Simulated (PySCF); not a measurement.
AlBr3, SMILES [Br][Al]([Br])[Br] (CAM-B3LYP/def2-SVP optimised geometry):

```
4

Al    -0.557     0.000     0.000
Br     1.673     0.000     0.000
Br    -1.673     1.931     0.000
Br    -1.671    -1.931     0.001
```

Method: CAM-B3LYP/def2-TZVP in PySCF.

Q: What are the frontier orbital energies and the dipole moment?

A: HOMO-2 -10.40 eV, HOMO-1 -10.40 eV, HOMO -9.93 eV, LUMO -0.61 eV, LUMO+1 -0.49 eV; dipole moment 0.00 D.

On the same geometry PBE/def2-TZVP (PySCF) gives HOMO-2 -7.81 eV, HOMO-1 -7.81 eV, HOMO -7.36 eV, LUMO -2.38 eV, LUMO+1 -2.21 eV; dipole moment 0.00 D.

Meta-Löwdin charges at CAM-B3LYP/def2-TZVP: Al1 0.80, Br2 -0.27, Br3 -0.27, Br4 -0.27.
